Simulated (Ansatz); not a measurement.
GeH14Si5 (`[SiH3][SiH2][SiH2][SiH2][GeH2][SiH3]`). Total charge 0; spin multiplicity 1. The geometry is a stationary point of PBE0-D4/def2-TZVP. It is one conformer, not always the lowest.

```xyz
20

Si    0.758    2.522    0.387
Si    1.222    0.647    1.706
Si    2.170   -1.015    0.364
Si    0.746   -1.432   -1.442
Ge   -1.481   -1.799   -0.671
Si   -2.709    0.211   -0.326
H     2.036    3.147   -0.049
H    -0.046    3.531    1.126
H     0.005    2.110   -0.829
H    -0.039    0.116    2.294
H     2.134    1.024    2.822
H     3.507   -0.570   -0.122
H     2.348   -2.273    1.143
H     1.210   -2.625   -2.203
H     0.753   -0.263   -2.366
H    -2.243   -2.650   -1.707
H    -1.438   -2.608    0.640
H    -2.682    1.035   -1.563
H    -2.129    1.004    0.790
H    -4.122   -0.112    0.008
```

What is the dipole moment at r2SCAN/def2-TZVPP? (Estimate.)

Computed: 0.11 D, with components (0.08, 0.05, 0.06) D in this frame, pointing from negative to positive charge.

And with PBE, B3LYP, ωB97M-V? (An estimate is asked.)

The calculation gave: PBE 0.09 D, B3LYP 0.14 D, ωB97M-V 0.14 D.

Give the Mulliken charges with r2SCAN, ωB97M-V, B3LYP in def2-TZVPP. (Best estimate.)

The calculation gave: 
```tsv
atom	r2SCAN	ωB97M-V	B3LYP
Si1	0.17	0.05	0.15
Si2	0.13	0.00	0.11
Si3	0.13	0.03	0.12
Si4	0.10	0.02	0.09
Ge5	0.03	-0.13	0.02
Si6	0.16	0.06	0.14
H7	-0.06	-0.02	-0.06
H8	-0.05	-0.01	-0.05
H9	-0.06	-0.02	-0.05
H10	-0.05	0.00	-0.05
H11	-0.07	-0.01	-0.06
H12	-0.06	-0.01	-0.06
H13	-0.06	0.00	-0.05
H14	-0.07	-0.01	-0.06
H15	-0.05	0.00	-0.05
H16	0.00	0.03	-0.01
H17	0.00	0.04	0.00
H18	-0.05	0.00	-0.04
H19	-0.06	-0.02	-0.05
H20	-0.06	-0.01	-0.05
```

B3LYP here is the variant with VWN-RPA as its local correlation; programs differ in this.
